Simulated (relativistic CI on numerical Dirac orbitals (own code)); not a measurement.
Hyperfine structure of Dy XX, mass number 163

Method of calculation: Dirac-Coulomb-Breit CI, orbitals from a KLI potential per configuration, model QED (radiative potential, 1s self-energy scaled to tabulated hydrogen-like ionisation energies), unscaled Slater integrals (own radial code, finite nucleus).

CI space (outside the closed core [Ar] 3d10): 4s2.4p6.4d10.4f, 4s2.4p6.4d10.5s, 4s2.4p6.4d10.5p, 4s2.4p6.4d9.4f2, 4s2.4p6.4d10.5d, 4s2.4p6.4d9.5s2, 4s2.4p5.4d10.4f2, 4s2.4p6.4d10.5f, 4s2.4p6.4d9.4f.5s, 4s2.4p6.4d9.5s.5p, 4s2.4p6.4d10.6s, 4s2.4p6.4d10.6p, 4s2.4p6.4d9.5p2, 4s2.4p6.4d9.4f.5p, 4s2.4p6.4d10.5g, 4s.4p6.4d10.4f2. Levels of other configurations are missing.

Nuclear spin I = 5/2, μ = 0.671 μN, Q = 2.65 b (tables of Stone and Pyykkö). The electronic factors are computed for point nuclear moments, without core polarisation or the Bohr-Weisskopf and QED corrections.

| Level | E (cm⁻¹) | A (MHz) | B (MHz) |
| --- | --- | --- | --- |
| 4s2.4p6.4d10.4f 2F°_5/2 | 0 | 579.7 | 5890 |
| 4s2.4p6.4d10.4f 2F°_7/2 | 11612 | 314.7 | 6680 |
| 4s2.4p6.4d10.5s 2S_1/2 | 343765 | 62460 |  |
| 4s2.4p6.4d10.5p 2P°_1/2 | 605205 | 18460 |  |
| 4s2.4p6.4d10.5p 2P°_3/2 | 707198 | 2499 | 47200 |
| 4s2.4p6.4d10.5d 2D_3/2 | 1117118 | 1121 | 7420 |
| 4s2.4p6.4d10.5d 2D_5/2 | 1137338 | 446.1 | 9280 |
| 4s2.4p6.4d9.4f2 4F_3/2 | 1198113 | 121.4 | -1660 |

Levels with J = 0, under 50 % of one LS term, or S terms without an open s electron are left out. Small factors come from cancelling terms and can be off by tens of per cent or more.

At this charge transitions that keep the count of f electrons are usually good to a few per cent. Terms inside the open d or f shell come out 10 to 20 % too wide with unscaled integrals. Levels that differ in their count of f electrons can be misplaced by several ten thousand cm⁻¹, since the correlation energy of f electrons is missing or only estimated; rates across such gaps can be off by orders of magnitude.

Question: Give the hyperfine levels of 4s2.4p6.4d10.4f 2F°_5/2 relative to its centre of gravity.

Answer: With K = F(F + 1) − I(I + 1) − J(J + 1), E = AK/2 + B[¾K(K + 1) − I(I + 1)J(J + 1)]/[2I(2I − 1)J(2J − 1)]: F = 0: -949, F = 1: -1783, F = 2: -2921, F = 3: -3302, F = 4: -1337, F = 5: 5096 MHz.

LS names give the leading component of a level, which can be under half, so a name can repeat, a term be missing and a line seem to break the LS rules.
